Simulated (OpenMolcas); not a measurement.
Ir3+ (d6) among equal point charges was computed by CASSCF with the d shell active (OpenMolcas, ANO-RCC-VTZP on the metal). Its lowest spin-free states, and all those of the highest spin:

```
2S+1  Degeneracy  E (cm-1)
   5           2       0.0
   5           1      7607
   3           2     10851
   1           1     11153
   3           2     12112
   5           2     17588
   3           2     18176
   3           2     18803
   1           2     18819
   3           1     19314
   3           2     19907
   1           2     20407
```

Task: Is the site octahedral, tetrahedral or cube-like, axial, or of lower symmetry?

Result: The states with 2S+1 = 5 have orbital degeneracies 2, 1, 2. There are pairs but no triples, so the site is axial: not cubic, but with a proper or improper axis of order three or more. The run had Ir3+ among 6 point charges of -1.7 e arranged as a trigonal prism (D3h), 1.8 Å from the ion, with a polar angle of 48.6° against the regular 49.1°. The active orbitals were held to one l.

An orbital doublet at a regular site is open to a Jahn-Teller distortion, which this geometry leaves out. Without dynamic correlation the repulsion within the d shell is too large (B by tens of per cent), so at a given field states of lower spin stand too high. This shell can be high or low spin here, a state of another spin lies low, and with metal d orbitals alone active their balance is uncertain, so the ground spin may be wrong. Point charges give a weaker field than real ligands, and real ions of this kind are as a rule low spin; the high spin found here belongs to the model. This is an electrostatic model: the charges have no orbitals. An unlabelled pair can be two single states that coincide in this model. No measured value stands beside these numbers.
